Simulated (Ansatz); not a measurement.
Species: C$_{7}$H$_{13}$, charge 0, multiplicity 2. It need not be the lowest isomer of its formula. SMILES: [CH2]C/C(C)=C/CC
Coordinates optimised at B3LYP-D3(BJ)/def2-TZVP (Ansatz, a program for electronic structure):
```xyz
20

C      2.9797     0.6540    -0.1743
C      1.9491    -0.3590     0.3383
C      0.5908     0.2507     0.5077
C     -0.5305    -0.0219    -0.1616
C     -0.6557    -1.0476    -1.2520
C     -1.8133     0.7148     0.1586
C     -2.8614    -0.1485     0.7707
H      3.9735     0.2068    -0.2408
H      3.0442     1.5177     0.4912
H      2.7023     1.0199    -1.1646
H      2.2868    -0.7448     1.3065
H      1.9148    -1.2157    -0.3354
H      0.5391     1.0306     1.2651
H     -1.4134    -1.7921    -0.9928
H      0.2764    -1.5679    -1.4589
H     -0.9920    -0.5738    -2.1797
H     -1.5771     1.5514     0.8336
H     -2.2104     1.1755    -0.7541
H     -3.9127     0.0672     0.6392
H     -2.5830    -0.9294     1.4661
```
Charge 0, spin multiplicity 2.

Property: atomisation energy (electronic, to ground-state atoms), in eV. Correlated levels leave the core frozen unless marked. Open shells are spin-unrestricted. No spin-orbit coupling. No relativistic terms. The coupled-cluster limit lacks core correlation, which all-electron functionals hold. Basis-set limits of correlation are two-point, X^-3; Hartree-Fock from the larger set. The bracket is a focal-point correction in the basis named.

| level | program | atomisation energy (eV) |
|---|---|---|
| B3LYP-D3(BJ)/def2-TZVPD | Ansatz + dftd3 | 84.01 |
| B3LYP-D4/def2-TZVPD | Ansatz + dftd4 | 83.93 |
| PBE0/STO-3G | Ansatz | 100.54 |
| BHLYP-D4/def2-TZVPD | Ansatz + dftd4 | … |
| B2GP-PLYP-D3(BJ)/def2-TZVPD | Ansatz + dftd3 | 82.91 |
| B2GP-PLYP-D4/def2-TZVPD | Ansatz + dftd4 | 82.85 |
| CCSD/6-31G* | Ansatz | 76.44 |
| RI-MP2/CBS(cc-pVTZ,cc-pVQZ)+[CCSD(T)-MP2]/cc-pVTZ | Ansatz | 83.74 |

Problem. Some entries are withheld; supply them.

Solution. 
- BHLYP-D4/def2-TZVPD, atomisation energy (eV): 82.07
